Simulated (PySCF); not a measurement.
Excitations are Tamm–Dancoff values on a coarser integration grid. The basis has no diffuse functions, so Rydberg states are missing or too high.

# H2BBr, SMILES `BBr` (charge 0, multiplicity 1)

The numbers are results of PBE0-D4/def2-TZVP (PySCF), not measurements.

- HOMO = -8.22 eV
- dipole moment = 0.54 D
- LUMO = -2.01 eV
- HOMO–LUMO gap = 6.22 eV
- S1 excitation (TDA) = 4.53 eV
- S1 oscillator strength = 0.000
- brightest of the four lowest singlets (TDA) = 6.56 eV
- T1 excitation (TDA) = 4.17 eV
- S1–T1 gap (TDA) = 0.36 eV
- vertical ionisation energy (Delta-SCF) = 10.76 eV
- total energy = -2599.8861 Ha
- cost = about 29 core-seconds (a rough figure)

```xyz
4

B     -0.1921     0.0079     0.0740
Br     1.6671    -0.0682    -0.2638
H     -0.6631     1.0635     0.3503
H     -0.8120    -1.0032    -0.0042
```
